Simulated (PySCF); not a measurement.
## Calculated data, CH$_{5}$GeO

Calculation on a computer-drawn molecule: the log of a Hartree-Fock and frozen-core CCSD(T) single point meant for a local Hartree-Fock minimum, with one planted fault or none, to be diagnosed. Offsets are logged minus clean, where the clean run is the same molecule without the fault. The reference is restricted for singlets and unrestricted otherwise, and also for a bond in bohr or an excited solution. Adding or removing an electron swaps singlet and doublet. The excited solution moves the top pair (singlet) or top alpha electron (doublet) to the lowest empty orbital. Highest occupied and lowest empty are orbital energies over both spins, largest force is the largest gradient component, triples share is (T) over the correlation energy, the T1 limit is 0.02 restricted and 0.045 unrestricted, electrons count all cores, a negative frequency is imaginary (commonest isotopes), and the dipole is about the centre of nuclear charge; on germanium a core potential holds 10 electrons, which the energies leave out, and 3d is frozen in MP2 and coupled-cluster steps. Program: PySCF 2.14.0.

CH$_{5}$GeO

Logged structure:
```xyz
8
CH5GeO
C     -1.1998     0.0108     0.1576
Ge    -1.3854    -1.3015    -1.2824
O     -1.9356    -0.3467    -2.6927
H     -2.1710     0.4466     0.3940
H     -0.7915    -0.4611     1.0528
H     -0.5257     0.8053    -0.1702
H     -0.0376    -1.9813    -1.6328
H     -1.9996    -0.8292    -3.5041
```

| Item | Value |
| --- | --- |
| meant charge | 0 |
| meant multiplicity | 2 |
| meant basis | cc-pVDZ |
| meant basis and core potential on germanium | cc-pVDZ-PP ECP10MDF |
| logged electrons | 52 |
| logged basis functions | 76 |
| logged SCF converged | yes |
| logged spin squared | 0 |
| logged highest occupied | -0.12167 eV |
| logged lowest empty | 9.6088 eV |
| logged largest force | 0.080498 hartree/bohr |
| logged T1 diagnostic | 0.011087 |
| logged D1 diagnostic | 0.027429 |
| logged triples share | 0.023495 |
| logged CC converged | yes |
| logged dipole magnitude | 1.5347 debye |
| logged SCF stable within its kind | yes |
| logged energy HF | -408.98468 hartree |
| logged energy CCSD(T) | -409.4716 hartree |
| possible faults | no fault, one electron removed, one electron added, multiplicity raised by two, geometry at a saddle point, SCF held on an excited solution, minimal basis STO-3G, one bond length entered in bohr, all coordinates scaled |
| planted fault | withheld |

Drawn bonds:
| atom | other atom | order |
| --- | --- | --- |
| 1 | 2 | 1 |
| 2 | 3 | 1 |
| 1 | 4 | 1 |
| 1 | 5 | 1 |
| 1 | 6 | 1 |
| 2 | 7 | 1 |
| 3 | 8 | 1 |

**Q.** CH$_{5}$GeO: planted fault?
**A.** one electron added

Further results for CH$_{5}$GeO:

| Quantity | Value |
| --- | --- |
| HF energy offset from clean run | 17.47 kcal/mol |
| CCSD(T) energy offset from clean run | 2.823 kcal/mol |
